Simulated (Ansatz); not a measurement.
Cost and result up the ladder for the cluster Cs4H3 (7 atoms). Charge 0, multiplicity 2. Geometry: PBE0-D4/def2-TZVP.

Cartesian coordinates in Å:
```
Cs 1.0212 -2.8086 -0.6722
Cs 0.3507 0.6289 2.9328
Cs -2.2687 0.0018 -0.3128
Cs 2.6067 2.3906 -3.2571
H 0.3906 -0.3201 -1.7977
H -0.3797 -1.6569 1.3982
H -1.7207 1.7642 1.7088
```

Ansatz on 4 threads of Arm Neoverse V2 on a shared host. Times are rough, and most runs start from the orbitals of an earlier one. PBE0-D4/def2-TZVP serves as the yardstick here, not as an exact answer. Binding counts from free atoms at the same level (Cs doublet, H doublet; other spins of the atoms weren't run), without zero-point energy or a counterpoise term.

In the def2 sets Cs takes a core potential; there is no spin–orbit coupling. HSE06 is defined as in plane-wave codes, on full-range PBE exchange. Correlated methods freeze no core orbitals; core or outer-core shells of Cs are correlated, in sets that lack core-valence functions. Another isomer (doublet) lies 0.23 eV lower at PBE0-D4/def2-TZVP; other spin states weren't run for this one.

Correlated methods converge slowly with the basis.

| level | functions | wall time |
| --- | --- | --- |
| PBE0-D4/def2-TZVP | 134 | 4.1 s |
| HSE06-D4/def2-TZVP | 134 | 6 s |
| PBE-D4/def2-TZVP (with forces) | 134 | 6 s |
| r2SCAN-D4/def2-TZVP | 134 | 11 s |
| r2SCANh-D4/def2-TZVP | 134 | 12 s |
| CCSD(T)/def2-TZVP | 134 | 2.3 min |

Problem. Estimate what each level gives for the binding energy per atom (eV).

Solution. 
```json
{"level": "PBE0-D4/def2-TZVP", "binding energy per atom (eV)": "1.18", "difference from PBE0-D4/def2-TZVP (eV)": "0.00"}
{"level": "HSE06-D4/def2-TZVP", "binding energy per atom (eV)": "1.17", "difference from PBE0-D4/def2-TZVP (eV)": "-0.01"}
{"level": "PBE-D4/def2-TZVP (with forces)", "binding energy per atom (eV)": "1.19", "difference from PBE0-D4/def2-TZVP (eV)": "0.01"}
{"level": "r2SCAN-D4/def2-TZVP", "binding energy per atom (eV)": "1.19", "difference from PBE0-D4/def2-TZVP (eV)": "0.01"}
{"level": "r2SCANh-D4/def2-TZVP", "binding energy per atom (eV)": "1.18", "difference from PBE0-D4/def2-TZVP (eV)": "0.00"}
{"level": "CCSD(T)/def2-TZVP", "binding energy per atom (eV)": "1.00", "difference from PBE0-D4/def2-TZVP (eV)": "-0.18"}
```
